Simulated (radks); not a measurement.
Spherical quantum dot in the effective-mass picture: electrons in a well V = -V0 / (1 + exp((r - R)/a)) with V0 = 28.4, R = 1.68, a = 0.13, all in effective atomic units (hartree* = m*/eps^2 hartree, bohr* = eps/m* bohr), one dielectric constant everywhere. Method: non-relativistic Kohn-Sham, LDA (Slater exchange, Perdew-Wang correlation), spin-polarised, spherical densities; computed with a radial shooting solver with Libxc functionals. Levels are named by radial order and angular momentum (1s, 1p, 1d, 2s, ...), and open shells are averaged over m. Results are scaled to m* = 0.419 and eps = 10.5, for which hartree* = 103.4 meV and bohr* = 1.326 nm.

N = 12, configuration 1s2 1p6 1d(up 4, down 0). This is the lowest configuration that the search found. Occupied and some empty levels:

level    occupation  eigenvalue (meV)  <r> (nm)
1s up             1           -1728.8     1.254
1s down           1           -1712.9     1.246
1p up             3           -1580.5     1.417
1p down           3           -1562.5     1.415
1d up             4           -1374.1     1.532
1d down           0           -1355.3     1.532
2s up             0           -1202.8     1.158
2s down           0           -1192.2     1.162
1f up             0           -1120.0     1.623
1f down           0           -1101.1     1.624
2p up             0           -891.51     1.327
2p down           0           -879.37     1.328

Energy (meV): total -24313.5, kinetic 4020.5, external -33618, Hartree 6250.5, exchange-correlation -966.12.

Electron density:

r (nm)  n(r) (e/nm^3)
0.133          0.1557
0.356          0.2020
0.578          0.2884
0.800          0.4014
1.02           0.5051
1.25           0.5435
1.47           0.4707
1.69           0.3034
1.91           0.1299
2.14          0.03338
2.36         0.005327
2.58        0.0006248
2.80       0.00006622
